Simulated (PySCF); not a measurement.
# `C[SiH2]/C=C/[SiH3]`: 4 charge schemes on one density

Species: C₃H₁₀Si₂.
Structure used (PBE0-D3(BJ)/def2-SVP), in Å, numbered top down from 1:
```xyz
15
C3H10Si2 angstrom
C     -2.3251   -0.6825    0.6196
Si    -1.6124    0.8877   -0.1212
C      0.2609    0.7987   -0.2285
C      0.9967   -0.2574    0.1630
Si     2.8648   -0.3406    0.0517
H     -1.9334   -0.8564    1.6338
H     -2.0806   -1.5583   -0.0012
H     -3.4215   -0.6111    0.6874
H     -1.9959    2.0777    0.7050
H     -2.1665    1.1139   -1.4951
H      0.7870    1.6726   -0.6422
H      0.4753   -1.1339    0.5764
H      3.4712   -0.5244    1.4079
H      3.2950   -1.4987   -0.7933
H      3.3756    0.9287   -0.5496
```

Density: PBE0/pcSseg-1 (PySCF); schemes: Mulliken, IAO, Hirshfeld and ESP-fitted. Isolated species at its PBE0-D3(BJ)/def2-SVP geometry (one conformer only).

Question: Atoms with like bonding are taken together and averaged. Which atoms carry the lowest charge in the Mulliken, IAO, Hirshfeld and ESP-fitted schemes?

Answer: All schemes agree: Mulliken C1 (-0.654); IAO C1 (-0.714); Hirshfeld C1 (-0.208); ESP-fitted C1 (-0.576).

Question: For which atoms does the sign change between the 4 schemes (beyond +0.03 e in one, beyond −0.03 e in another)?

Answer: For none.

Question: What partial charge does each atom carry?

Answer: In e; atoms taken as equivalent share a row and are averaged (×n: the atom named and its like, n in all):

```
       atom       environment  Mulliken     IAO  Hirshfeld  ESP-fitted
         C1  Si-methyl carbon    -0.654  -0.714     -0.208      -0.576
        Si2      SiH2 silicon    +0.678  +0.767     +0.337      +0.652
         C3  alkene CH carbon    -0.407  -0.394     -0.127      -0.377
         C4  alkene CH carbon    -0.418  -0.403     -0.130      -0.192
        Si5      SiH3 silicon    +0.535  +0.592     +0.306      +0.343
   H6/H7/H8   methyl hydrogen    +0.149  +0.156     +0.045      +0.142
     H9/H10     Si–H hydrogen    -0.089  -0.127     -0.084      -0.158
        H11  vinylic hydrogen    +0.132  +0.144     +0.041      +0.163
        H12  vinylic hydrogen    +0.137  +0.140     +0.041      +0.141
H13/H14/H15     Si–H hydrogen    -0.091  -0.115     -0.077      -0.087
```

Mean size of the charges over all atoms: IAO 0.281 e, Mulliken 0.257 e, ESP-fitted 0.230 e, Hirshfeld 0.115 e. Each set sums to the total charge, 0, to within 0.001 e. The ESP scheme is a least-squares fit of atom-centred charges to the potential on four shells outside the van der Waals surface, with the total charge fixed. The IAO scheme counts the electrons in orthogonalised intrinsic atomic orbitals, a minimal basis polarised so that it spans the occupied orbitals exactly.

Question: How many electrons does the ESP-fitted scheme count on C3?

Answer: Z − q = 6 − (-0.377) = 6.377.

Question: How closely do the schemes follow one another over all atoms?

Answer: Correlation coefficient and root-mean-square difference: Mulliken with IAO 1.00, 0.037 e; IAO with ESP-fitted 0.98, 0.098 e; Mulliken with ESP-fitted 0.97, 0.084 e; IAO with Hirshfeld 0.97, 0.221 e; Mulliken with Hirshfeld 0.96, 0.197 e; Hirshfeld with ESP-fitted 0.94, 0.156 e.

The run behind these numbers computed NMR shieldings as well. The run took 19 s on an Arm Neoverse V1 with one thread (shared host).
